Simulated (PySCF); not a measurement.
**Ionising KF**

RHF-CCSD; PySCF, spin-free X2C with a Gaussian nucleus, basis sets K x2c-SVPall, F x2c-SVPall. Neutral (RHF): singlet (closed shell), Re = 2.167 Å, ωe = 485 cm⁻¹, De = 4.11 eV.

KF⁺ (UHF): doublet (π ↑), Re = 2.945 Å, ωe = 101 cm⁻¹, De = 0.16 eV to K⁺ + F. The energies at the minima are -701.08302 hartree for KF and -700.78623 for KF⁺.

Q: Work out the adiabatic ionisation energy, without and with harmonic zero-point energies (1 hartree = 27.2114 eV, 1 eV = 8065.5 cm⁻¹), and the change of the bond length.

A: At CCSD: 0.29679 hartree = 8.076 eV between the minima; the zero-point term (101.0 − 485.0)/2 cm⁻¹ = -0.024 eV makes it 8.052 eV. Re changes by +77.8 pm against the neutral. The electron leaves a π orbital, and the ion is left as a loose complex of an ion and an atom.

Correlated steps freeze 6 core orbitals. Weak bonds: KF⁺. Basis-set superposition, not corrected here, can be much of De in a small basis, most of all at correlated wavefunction levels. For an ion De counts to the pair picked by the measured ionisation energies or electron affinities, which need not be the lowest pair at this level. Where the molecule has an RHF reference, its open-shell atoms are computed with UHF. States were picked by a PBE0 search and need not be the measured ground states.

Neutral and ion stand on different kinds of reference determinant, which adds to the error of the difference.
